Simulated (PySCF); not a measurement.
Isomers of C7H12N2O, mass 140.095 u with the commonest isotopes. Computed with PBE0/pcSseg-1 in PySCF (dipole) on a GFN2-xTB geometry, gas phase. One conformer each, none proved a minimum here; rigid rotors.

Question: Order these by rotational constant C, smallest first.
A. `[CH2:1]=[C:2]([CH3:3])[C@@H:4](/[CH:5]=[N:6]/[CH3:7])[NH:8][CH:9]=[O:10]` with C1–C2–C4–C5 -49°, C2–C4–C5–N6 114°, C2–C4–N8–C9 82°, C4–N8–C9–O10 -2°
B. `[CH2:1]=[CH:2][C:3]1=[N:4][N:5]([CH3:6])[CH2:7][C@@H:8]1[O:9][CH3:10]` with C1–C2–C3–N4 179°, C7–C8–O9–C10 79°
C. `Cc1nnc(C(C)(C)C)o1`
D. `[CH3:1][C:2](=[O:3])[NH:4][C@@H:5]1[CH:6]=[N:7][CH2:8][CH2:9][CH2:10]1` with C1–C2–N4–C5 -177°, C2–N4–C5–C6 -129°, N4–C5–C6–N7 -144°, C6–N7–C8–C9 -12°, N7–C8–C9–C10 43°, C8–C9–C10–C5 -61°
E. `[CH3:1][O:2][c:3]1[cH:4][cH:5][n:6][n:7]1[CH:8]([CH3:9])[CH3:10]` with C1–O2–C3–C4 0°, N6–N7–C8–C9 61°

Answer: D (650.6 MHz), A (696.4 MHz), B (734.4 MHz), C (808.5 MHz), E (832.1 MHz).

Question: Order these by out-of-plane moment Σ m c² = (Ia + Ib − Ic)/2, smallest first.
A. `[CH3:1][C:2](=[O:3])[NH:4][C@@H:5]1[CH:6]=[N:7][CH2:8][CH2:9][CH2:10]1` with C1–C2–N4–C5 -177°, C2–N4–C5–C6 -129°, N4–C5–C6–N7 -144°, C6–N7–C8–C9 -12°, N7–C8–C9–C10 43°, C8–C9–C10–C5 -61°
B. `[CH2:1]=[C:2]([CH3:3])[C@@H:4](/[CH:5]=[N:6]/[CH3:7])[NH:8][CH:9]=[O:10]` with C1–C2–C4–C5 -49°, C2–C4–C5–N6 114°, C2–C4–N8–C9 82°, C4–N8–C9–O10 -2°
C. `c1(nnc(C(C)(C)C)o1)C`
D. `[CH2:1]=[CH:2][C:3]1=[N:4][N:5]([CH3:6])[CH2:7][C@@H:8]1[O:9][CH3:10]` with C1–C2–C3–N4 179°, C7–C8–O9–C10 79°
E. `[CH3:1][O:2][c:3]1[cH:4][cH:5][n:6][n:7]1[CH:8]([CH3:9])[CH3:10]` with C1–O2–C3–C4 0°, N6–N7–C8–C9 61°

Answer: D (18.30 u·Å²), B (49.55 u·Å²), A (50.67 u·Å²), E (55.62 u·Å²), C (56.89 u·Å²).

Question: Order these by rotational constant A, smallest first.
A. `[CH3:1][C:2](=[O:3])[NH:4][C@@H:5]1[CH:6]=[N:7][CH2:8][CH2:9][CH2:10]1` with C1–C2–N4–C5 -177°, C2–N4–C5–C6 -129°, N4–C5–C6–N7 -144°, C6–N7–C8–C9 -12°, N7–C8–C9–C10 43°, C8–C9–C10–C5 -61°
B. `[CH2:1]=[C:2]([CH3:3])[C@@H:4](/[CH:5]=[N:6]/[CH3:7])[NH:8][CH:9]=[O:10]` with C1–C2–C4–C5 -49°, C2–C4–C5–N6 114°, C2–C4–N8–C9 82°, C4–N8–C9–O10 -2°
C. `CC1=NN=C(C(C)(C)C)O1`
D. `[CH3:1][O:2][c:3]1[cH:4][cH:5][n:6][n:7]1[CH:8]([CH3:9])[CH3:10]` with C1–O2–C3–C4 0°, N6–N7–C8–C9 61°

Answer: B (1808 MHz), D (1967 MHz), C (2795 MHz), A (3333 MHz).

```csv
SMILES,point group,Ia (u·Å²),Ib (u·Å²),Ic (u·Å²),κ,μa (D),μb (D),μc (D)
CC(=O)N[C@@H]1C=NCCC1,C1,151.61,726.49,776.77,-0.97,0.15,0.09,3.31
C=C(C)[C@@H](/C=N/C)NC=O,C1,279.47,545.29,725.66,-0.59,3.83,1.19,0.22
COc1ccnn1C(C)C,Cs,256.98,461.65,607.39,-0.54,1.98,1.99,0.00
C=CC1=NN(C)C[C@@H]1OC,C1,281.81,442.92,688.12,-0.23,0.53,2.96,0.91
Cc1nnc(C(C)(C)C)o1,Cs,180.83,558.05,625.09,-0.90,0.54,3.50,0.00
```
